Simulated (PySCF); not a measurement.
Bonds (- single, = double, # triple, : aromatic): C1-O2 1.400 Å, O2-C3 1.340 Å, C3:C4 1.431 Å, C4:C5 1.362 Å, C5:O6 1.342 Å, O6:C7 1.357 Å, C7:C3 1.372 Å. C1 carries H8, H9, H10; C4 carries H11; C5 carries H12; C7 carries H13.

How the numbers were obtained: geometry from PBE0-D3(BJ)/def2-SVP, NMR shieldings at B97-2/pcSseg-2/GIAO, in PySCF (no solvent model, no relativistic terms, equivalent nuclei averaged, single conformer).

Chemical shifts δ = σref − σ; 13C and 1H vs TMS; 17O vs H2O, all at this level.

```
    atoms  nucleus  count  δ (ppm)
       C1      13C      1     58.2
      H12       1H      1     7.26
       O6      17O      1    262.7
H8/H9/H10       1H      3     3.59
       C4      13C      1    109.4
      H11       1H      1     6.32
       C7      13C      1        ?
      H13       1H      1        ?
       O2      17O      1        ?
       C3      13C      1    158.8
       C5      13C      1    146.9
```

Task: Complete the table.

Result: 
- C7: 124.5 ppm, aromatic CH next to the ring oxygen
- H13: 7.05 ppm, hydrogen on an aromatic CH next to the ring oxygen; ortho or para to a lone-pair donor, hence upfield of benzene
- O2: 68.6 ppm, ether oxygen

Shifts are as computed. Against solution values, carbons near 30 ppm lie about +4 ppm off and those near 130 ppm about +7 ppm. Of 1211 compounds with measured shifts, 218 miss one by over three times the rms of a fit or turn the order of signals round; such compounds aren't used in these exercises. Unscaled 17O shifts of doubly bonded oxygen tend to come out too high, by tens of ppm or more. Experimental scales use liquid or dissolved standards, which lie at an offset from isolated H2O (liquid H2O: subtract about 36 ppm).
